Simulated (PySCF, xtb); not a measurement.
Bi(Me)3 (C3H9Bi), SMILES [CH3][Bi]([CH3])[CH3].

GFN2-xTB (xtb) at its own geometry gives an orbital gap of 6.84 eV and a dipole moment of 1.32 D.

Geometry optimised at r2SCAN-D4/def2-SVP. The isomer is the one that the SMILES or the coordinates give; other isomers of the formula were not compared. The def2 effective core potentials stand for the cores of Bi; spin–orbit coupling is left out.

### Question
What does PySCF with CAM-B3LYP/def2-TZVP give? (Estimate from the structure and the level; the computed values follow.)

### Answer
gap 8.71 eV (levels -7.85 and 0.86 eV), dipole 0.43 D.
